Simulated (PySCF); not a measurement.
**Two-dimensional NMR puzzle**

Compound of formula C$_{8}$H$_{9}$F. Correlations simulated from computed shifts and the bond graph:

HSQC (one-bond C–H):
| δH | δC |
| --- | --- |
| 6.54 | 142.3 |
| 6.23 | 137.2 |
| 6.07 | 144.6 |
| 4.94 | 80.3 |
| 2.13 | 17.8 |
| 1.96 | 21.2 |
| 1.54 | 21.2 |

COSY cross peaks (H two or three bonds apart, from the bond graph; peaks can be absent where the dihedral angle is near 90°):
| δH | δH |
| --- | --- |
| 6.54 | 6.07 |
| 4.94 | 1.96 |
| 4.94 | 1.54 |
| 1.96 | 1.54 |

HMBC (two and three bonds, from the bond graph):
| δH | δC |
| --- | --- |
| 6.54 | 148.5, 144.6, 137.2, 44.0, 17.8 |
| 6.23 | 148.5, 144.6, 142.3, 80.3, 44.0, 21.2, 17.8 |
| 6.07 | 148.5, 142.3, 137.2, 80.3, 44.0, 21.2 |
| 4.94 | 144.6, 137.2, 44.0, 21.2 |
| 2.13 | 148.5, 142.3, 137.2 |
| 1.96 | 144.6, 137.2, 80.3, 44.0 |
| 1.54 | 144.6, 137.2, 80.3, 44.0 |

Carbons without hydrogens: δ 148.5, 44.0.

Non-relativistic Hamiltonian, one averaged value for each set of equivalent atoms, single conformer, isolated molecule. Shielding tensors at PBE0/pcSseg-1 (GIAO); PBE0-D3(BJ)/def2-SVP structure; PySCF.

Scale: 1H (31.27 ppm), 13C (184.41 ppm) vs TMS (reference shieldings calculated alike).

Exchangeable hydrogens are left out of these lists.

Q: Work out the connectivity.

A: `C1(C)=C[C@@]2(C=C1)C[C@H]2F`.

Atom-mapped SMILES (the numbers label the heavy atoms): `[CH3:1][C:2]1=[CH:3][C@@:4]2([CH:5]=[CH:6]1)[CH2:7][C@H:8]2[F:9]` (H(Xn): hydrogen on atom n). Ha(C7) is cis to F9 on the ring; Hb(C7) is trans to F9 on the ring.

1. δC 148.5 is C2, a fully substituted alkene carbon.
2. δC 144.6 is C5, an alkene CH (δH 6.07).
3. δC 142.3 is C6, an alkene CH (δH 6.54).
4. δC 137.2 is C3, an alkene CH (δH 6.23).
5. δC 80.3 is C8, a three-membered-ring carbon (δH 4.94).
6. δC 44.0 is C4, a three-membered-ring carbon.
7. δC 21.2 is C7, a three-membered-ring carbon (δH 1.96, 1.54).
8. δC 17.8 is C1, an allylic methyl carbon (δH 2.13).
9. HMBC from δH 6.54 reaches the proton-free carbons C2, C4.
10. HMBC from δH 6.23 reaches the proton-free carbons C2, C4.
11. HMBC from δH 6.07 reaches the proton-free carbons C2, C4.
12. HMBC from δH 4.94 reaches the proton-free carbon C4.
13. COSY links 6.54–6.07, 4.94–1.96, 4.94–1.54, 1.96–1.54.

The shifts were computed for this structure.

Shifts are as computed. Against solution values, carbons near 30 ppm lie about +2 ppm off and those near 130 ppm about +5 ppm. Of 1211 compounds with measured shifts, 218 miss one by over three times the rms of a fit or turn the order of signals round; such compounds aren't used in these exercises.
